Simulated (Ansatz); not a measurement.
Task: Name a neutral molecule of Cl, F, N, S, Si and H with zero-point energy (PBE0-D4/def2-TZVP) between 107 and 123 kJ/mol and LUMO energy (ωB97M-V/def2-TZVPP) between 0.85 and 1.15 eV (Ansatz, PBE0-D4/def2-TZVP geometry).

Result: `N[Si@@H]1S[Si@]1(F)Cl` (113.3 kJ/mol, 1.05 eV). Other molecules can fit too; these were computed, each in one conformer that needn't be the lowest.
